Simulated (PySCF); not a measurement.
1-chloro-1-methylcyclopropane (C4H7Cl), SMILES CC1(Cl)CC1.

Geometry: PBE0-D3(BJ)/def2-SVP.

Two levels are set side by side: TDDFT-PBE/def2-SVPD (PySCF) and TDDFT-B3LYP/def2-SVPD (PySCF). Vertical, same geometry. The lowest singlet is HOMO→LUMO 98 % with PBE and HOMO→LUMO 89 % with the other functional; states are paired by order. Differences are taken from unrounded values.

```
quantity                              TDDFT-B3LYP
------------------------------------  -----------
lowest singlet excitation (eV)               6.51
lowest triplet excitation (TDA) (eV)         5.96
```

Task: What does TDDFT-PBE give, and how far is it from TDDFT-B3LYP? (An estimate is asked for; the answer gives what the named calculation found.)

Result: 
| quantity | TDDFT-PBE | TDDFT-PBE minus TDDFT-B3LYP |
|---|---|---|
| lowest singlet excitation (eV) | 6.16 | -0.35 |
| lowest triplet excitation (TDA) (eV) | 5.63 | -0.32 |

A lower first singlet is the usual sign of a functional without exact exchange. Differences between two approximate levels are no errors against the true value.

Rough cost on one machine, each run with all the roots and properties that it gave: TDDFT-B3LYP against TDDFT-PBE about 4 times.
